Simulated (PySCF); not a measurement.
**Adding and removing an electron: TlBi**

r²SCAN; basis Tl def2-SVP with ECP60, Bi def2-SVP with ECP60; scalar-relativistic core potentials; PySCF 2.14. Neutral (UKS): triplet (π ↑↑), Re = 3.093 Å, ωe = 103 cm⁻¹, De = 1.50 eV, HOMO -4.08 eV, LUMO -3.11 eV.

TlBi⁺ (UKS): quartet (σ ↑, π ↑↑), Re = 3.318 Å, ωe = 59.7 cm⁻¹. The energies at the minima are -387.34352 hartree for TlBi and -387.10783 for TlBi⁺.

Work out the adiabatic ionisation energy, without and with harmonic zero-point energies (1 hartree = 27.2114 eV, 1 eV = 8065.5 cm⁻¹), and the change of the bond length.

At r²SCAN: 0.23569 hartree = 6.413 eV between the minima; the zero-point term (59.7 − 103.0)/2 cm⁻¹ = -0.003 eV makes it 6.411 eV. Re changes by +22.5 pm against the neutral. The electron leaves a σ orbital, and the longer bond of the ion fits a bonding orbital, or a change in how ionic the bond is.

Spin–orbit coupling is left out, which matters for elements this heavy, above all for dissociation energies. States were picked by a PBE0 search and need not be the measured ground states.
